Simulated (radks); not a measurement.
These are the eigenvalues of the occupied orbitals of an atom or ion with whole-number occupations (hartree). Calculated with a radial shooting solver on a logarithmic mesh with Libxc functionals: scalar-relativistic Kohn-Sham, r2SCAN, spin-polarised, spherical densities, finite nucleus; meta-GGA in the generalised Kohn-Sham scheme; Fermi nuclear charge, rms radius of each element as measured or else 0.836 A^(1/3) + 0.57 fm.

orbital  eigenvalue
1s up     -243.7737
1s down   -243.7421
2s up     -34.32178
2s down   -34.31057
2p up     -30.06040
2p down   -30.03133
3s up      -9.07191
3s down    -8.96522
3p up      -7.80191
3p down    -7.69644

Which element is it, and in what charge state? The configuration may be excited. Open shells, if any, are filled with parallel spins first.

Answer. Z = 25, manganese, charge +8: Mn8+ in [Ne] 3s2 3p5. The list shows which subshells hold electrons but not how many an open one holds; the 1s level, -243.77 hartree, gives Z - s = 22.1 by -(Z - s)^2/2, which with screening and relativity narrows Z to a few neighbours, and the depths of the outer levels then fix element, charge and occupations together.
